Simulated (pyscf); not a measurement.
**[H₃C–Ga–Cl]•, doublet**

Gas-phase minimum from PySCF at ωB97X-D3(BJ)/def2-SVP, one conformer. Other isomers of [H₃C–Ga–Cl]• were not searched in full and may lie lower. 

SMILES: [CH3][Ga][Cl]
```xyz
6

C     -0.9394     0.5881    -0.3583
Ga    -0.7536    -0.6896     1.1619
Cl    -1.3260    -2.7430     0.7002
H     -1.9931     0.5778    -0.6802
H     -0.3100     0.2205    -1.1846
H     -0.6400     1.6083    -0.0826
```
Charge 0, spin multiplicity 2.

Bonded distances (Å): C1–Ga2 1.995, C1–H4 1.102, C1–H5 1.102, C1–H6 1.098, Ga2–Cl3 2.181. Angles (°): Ga2–C1–H4 107.8, Ga2–C1–H5 107.7, Ga2–C1–H6 112.2, H4–C1–H5 108.9, H4–C1–H6 110.0, H5–C1–H6 110.0, C1–Ga2–Cl3 114.7.

Properties at ωB97X-D3(BJ)/def2-SVP:

```yaml
harmonic_wavenumbers_unscaled: 36, 137, 398, 531, 619, 728, 1183, 1421, 1432, 3067, 3179, 3205 cm⁻¹
zero_point_energy: 22.8 kcal/mol
rotational_symmetry_number: 1
Entropy of this conformer at 298 K and 1 atm, rigid rotor and harmonic oscillator, modes under 100 cm⁻¹ raised to 100: 316.7 J/(mol K)
dipole_moment: 2.49 D
Spin expectation value S2: 0.755
```

Single-point totals, which compare only within one level (frozen core for MP2 and CC):

| level | total energy (hartree) |
|---|---|
| ωB97X-D3(BJ)/def2-TZVP | -2425.01038 |
| PBE/def2-TZVP | -2424.48372 |
| r²SCAN/def2-TZVP | -2424.95610 |
| B3LYP-D3(BJ)/def2-TZVP | -2425.09862 |
| PBE0-D3(BJ)/def2-TZVP | -2424.57047 |
| M06-2X/def2-TZVP | -2424.98252 |
| ωB97M-D3(BJ)/def2-TZVP | -2425.10737 |
| UHF/def2-TZVPP | -2422.43240 |
| MP2/def2-TZVPP | -2423.00078 |
| CCSD/def2-TZVPP | -2423.02750 |
| CCSD(T)/def2-TZVPP | -2423.05259 |

The lowest mode is so soft that the shape along it may change with the basis. Soft torsions are taken as harmonic, which can shift the entropy by several J/(mol K). The CCSD(T) − MP2 part came from Ansatz, without density fitting, on the same reference. The frozen core leaves the outer d or s,p core shells of the metals and heavy elements correlated in the MP2 and CC values, and def2-TZVPP describes them poorly, so these totals are far from the basis limit. Elements up to Kr have no core potential and no relativistic terms here.
